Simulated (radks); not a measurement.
Q: Species: Pb+. Configuration: [Hg] 6p1. All-electron calculation, scalar-relativistic Kohn-Sham, PBE, spin-unpolarised, spherical densities, finite nucleus; Fermi nuclear charge, rms radius 5.5012 fm. Program: a radial shooting solver on a logarithmic mesh with Libxc functionals. Some entries of the table are withheld. Estimate them.

orbital  occ.  eigenvalue (hartree)  <1/r> (bohr^-1)
1s          2             -3236.947            101.3
2s          2             -579.2502            23.79
2p          6             -497.1193            20.91
3s          2             -139.2698            8.818
3p          6             -115.7051            7.979
3d         10                   (1)            7.488
4s          2             -31.74870            3.797
4p          6             -24.02207              (2)
4d         10                   (3)            3.069
5s          2              -5.57649            1.597
4f         14              -5.16760            2.675
5p          6              -3.43791            1.365
5d         10              -1.06057              (4)
6s          2                   (5)           0.5685
6p          1              -0.36231           0.4167

A: 
(1) 3d eigenvalue (hartree): -91.61131
(2) 4p <1/r> (bohr^-1): 3.414
(3) 4d eigenvalue (hartree): -15.06084
(4) 5d <1/r> (bohr^-1): 1.010
(5) 6s eigenvalue (hartree): -0.70615
